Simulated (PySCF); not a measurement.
Compound: C8H16.
SMILES with atom numbers: `[CH3:1][CH2:2][CH:3]1[CH2:4][CH2:5][CH2:6][CH2:7][CH2:8]1` (hydrogens: H9, H10, H11 on C1; H12, H13 on C2; H14 on C3; H15, H16 on C4; H17, H18 on C5; H19, H20 on C6; H21, H22 on C7; H23, H24 on C8)

The same species was optimised twice, with GFN2-xTB and with PBE0-D3(BJ)/def2-SVP (PySCF), and the same property calculations (PySCF, gas phase) were run on both structures.

```
     coordinate  GFN2-xTB  PBE0-D3(BJ)/def2-SVP  change
      C2–C3 (Å)     1.533                 1.528  -0.005
      C1–C2 (Å)     1.524                 1.521  -0.003
      C3–C4 (Å)     1.531                 1.530  -0.001
      C4–C5 (Å)     1.526                 1.525  -0.001
      C7–C8 (Å)     1.526                 1.525  -0.001
      C3–C8 (Å)     1.530                 1.530   0.000
      C6–C7 (Å)     1.525                 1.524  -0.001
      C5–C6 (Å)     1.525                 1.525   0.000
   C1–C2–C3 (°)     113.7                 115.0    +1.3
   C3–C8–C7 (°)     111.2                 112.4    +1.2
   C3–C4–C5 (°)     111.4                 112.5    +1.1
   C5–C6–C7 (°)     110.0                 111.0    +1.0
   C2–C3–C4 (°)     110.1                 111.2    +1.1
   C4–C5–C6 (°)     110.5                 111.4    +0.9
   C2–C3–C8 (°)     111.9                 112.9    +1.0
   C6–C7–C8 (°)     110.7                 111.6    +0.9
C1–C2–C3–C4 (°)       170                   171      +1
```

Rotational constants: A = 3868, B = 1307, C = 1063 MHz (GFN2-xTB) against A = 3840, B = 1296, C = 1050 MHz (PBE0-D3(BJ)/def2-SVP). Point groups within 0.08 Å: C1 and C1.

On the GFN2-xTB structure: HOMO (eV) -8.13 [PBE0/pcSseg-1]; LUMO (eV) 1.56 [PBE0/pcSseg-1]; dipole (D) 0.04 [PBE0/pcSseg-1]; GIAO shielding of C1 (ppm) 172.8 [PBE0/pcSseg-1]; GIAO shielding of C2 (ppm) 151.8 [PBE0/pcSseg-1]; GIAO shielding of C3 (ppm) 143.2 [PBE0/pcSseg-1]; GIAO shielding of C4/C8 (mean) (ppm) 149.8 [PBE0/pcSseg-1]; GIAO shielding of C5/C7 (mean) (ppm) 156.1 [PBE0/pcSseg-1]; GIAO shielding of C6 (ppm) 156.0 [PBE0/pcSseg-1].

Problem. What do these properties become on the PBE0-D3(BJ)/def2-SVP structure?

Solution. 
| property | level | on GFN2-xTB | on PBE0-D3(BJ)/def2-SVP | change |
| --- | --- | --- | --- | --- |
| HOMO (eV) | PBE0/pcSseg-1 | -8.13 | -8.22 | -0.09 |
| LUMO (eV) | PBE0/pcSseg-1 | 1.56 | 1.50 | -0.06 |
| dipole (D) | PBE0/pcSseg-1 | 0.04 | 0.04 | 0.00 |
| energy, GFN2-xTB geometry as zero (kcal/mol) | PBE0/pcSseg-1 | 0.0 | -0.9 | -0.9 |
| GIAO shielding of C1 (ppm) | PBE0/pcSseg-1 | 172.8 | 171.0 | -1.8 |
| GIAO shielding of C2 (ppm) | PBE0/pcSseg-1 | 151.8 | 151.0 | -0.8 |
| GIAO shielding of C3 (ppm) | PBE0/pcSseg-1 | 143.2 | 143.6 | +0.4 |
| GIAO shielding of C4/C8 (mean) (ppm) | PBE0/pcSseg-1 | 149.8 | 149.2 | -0.6 |
| GIAO shielding of C5/C7 (mean) (ppm) | PBE0/pcSseg-1 | 156.1 | 155.6 | -0.5 |
| GIAO shielding of C6 (ppm) | PBE0/pcSseg-1 | 156.0 | 155.4 | -0.6 |

The heavy atoms differ by 0.019 Å rms after alignment. Among bonds between heavy atoms C2–C3 changes most (-0.005 Å). Changes are differences of the printed values. Neither structure is proved a minimum here.
